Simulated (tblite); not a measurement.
C₇H₇O, doublet, geometry from GFN2-xTB; tblite 0.6.0 with IPEA1-xTB.

tblite was given this input:
```
$ tblite run mol.xyz --method ipea1 --charge 0 --spin 1 --json tblite.json --no-restart

# file mol.xyz
15

C     -2.77305369    -0.08930861     0.15777734
O     -1.73653823     0.61850538    -0.47369518
C     -0.45150274     0.26462858    -0.21128690
C      0.56983971     0.95387277    -0.82654777
C      1.89273125     0.71169442    -0.66007478
C      2.26777463    -0.32046935     0.20500191
C      1.28276819    -1.04249024     0.84701157
C     -0.06077755    -0.76540013     0.65151389
H     -3.69720812     0.36304611    -0.19889193
H     -2.72260331     0.00669117     1.24778244
H     -2.76288540    -1.15013472    -0.11501725
H      2.64320398     1.29210740    -1.17494675
H      3.31299291    -0.54068682     0.36104075
H      1.55711830    -1.84343879     1.51879527
H     -0.80499138    -1.35079208     1.17042731
```

**Question.** What does tblite print? Leave out banner, timings and long lists.

**Answer.** 
```
xTB calculator
 | screened Coulomb repulsion
 | Coulomb electrostatics
 |  * isotropic Klopman-Ohno-Mataga-Nishimoto electrostatics
 |  * onsite third-order electrostatics
 | DFT-D3(BJ) dispersion correction

halogen bonding energy    0.0000000000000E+00 Eh
repulsion energy          4.7752142552805E-01 Eh
dispersion energy        -6.2819536289348E-03 Eh
number of electrons       4.1000000000000E+01 e
integral cutoff           4.0000000000000E+01 bohr

------------------------------------------------------------
  cycle        total energy    energy error   density error
------------------------------------------------------------
      1     -25.32492823145  -2.5796168E+01   5.5623247E-01
      2     -25.36034988030  -3.5421649E-02   3.4146273E-01
      3     -24.98464411297   3.7570577E-01   2.2283237E-01
      4     -25.39363076344  -4.0898665E-01   4.7333550E-02
      5     -25.41324527032  -1.9614507E-02   6.8927086E-03
      6     -25.41358753038  -3.4226006E-04   2.0874118E-03
      7     -25.41361621882  -2.8688436E-05   8.9055039E-04
      8     -25.41361968084  -3.4620218E-06   4.3122865E-04
      9     -25.41362041473  -7.3388646E-07   1.9525231E-04
     10     -25.41362056122  -1.4649601E-07   4.5217974E-05
     11     -25.41362058190  -2.0682247E-08   1.2883887E-05
------------------------------------------------------------

electronic energy        -2.5884860053803E+01 Eh
total energy             -2.5413620581904E+01 Eh

Post processing:
 | Mayer-Wiberg bond orders

[Info] JSON dump of results written to 'tblite.json'
```
